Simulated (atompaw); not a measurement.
u(r) = r·R(r): atom against pseudo-atom (platinum)

Columns: radius, all-electron u(r) and pseudo u(r) of the 6s shell (level -5.70 eV) of platinum in the configuration [Kr] 4d10 4f14 5s2 5p6 5d9 6s1 6p0; PBEsol, scalar-relativistic, PAW (atompaw) scheme, atompaw 4.2.0.5.

| r (bohr) | all-electron | pseudo |
| --- | --- | --- |
| 0.081 | -0.0005 | -0.1212 |
| 0.162 | -0.1150 | -0.2345 |
| 0.242 | 0.0896 | -0.3315 |
| 0.323 | 0.1946 | -0.4089 |
| 0.404 | 0.1273 | -0.4614 |
| 0.485 | -0.0191 | -0.4873 |
| 0.565 | -0.1599 | -0.4868 |
| 0.646 | -0.2585 | -0.4619 |
| 0.727 | -0.3025 | -0.4157 |
| 0.808 | -0.2974 | -0.3523 |
| 0.888 | -0.2552 | -0.2771 |
| 0.969 | -0.1867 | -0.1923 |
| 1.050 | -0.1029 | -0.1025 |
| 1.131 | -0.0122 | -0.0108 |
| 1.212 | 0.0794 | 0.0800 |
| 1.292 | 0.1665 | 0.1665 |
| 1.373 | 0.2487 | 0.2487 |
| 1.454 | 0.3233 | 0.3233 |
| 1.535 | 0.3896 | 0.3896 |
| 1.615 | 0.4467 | 0.4467 |
| 1.696 | 0.4963 | 0.4963 |
| 1.777 | 0.5380 | 0.5380 |
| 1.858 | 0.5723 | 0.5723 |
| 1.938 | 0.5996 | 0.5996 |
| 2.019 | 0.6212 | 0.6212 |
| 2.100 | 0.6373 | 0.6373 |

(1) How many radial nodes do the two functions have?

(2) At about which radius was the pseudo-wave matched?

(3) Is the pseudo-wave norm-conserving?

## Answers

(1) The all-electron 6s function has n − l − 1 = 5 (the table is too coarse to show those close to the nucleus); the pseudo-wave has 1, since 1 lower shell of the same l stays in the valence.

(2) 1.35 bohr, where the columns begin to agree (steps of 0.08 bohr).

(3) No, it belongs to a PAW set: the norm inside the radius is not constrained, and the difference is carried by the augmentation charge.
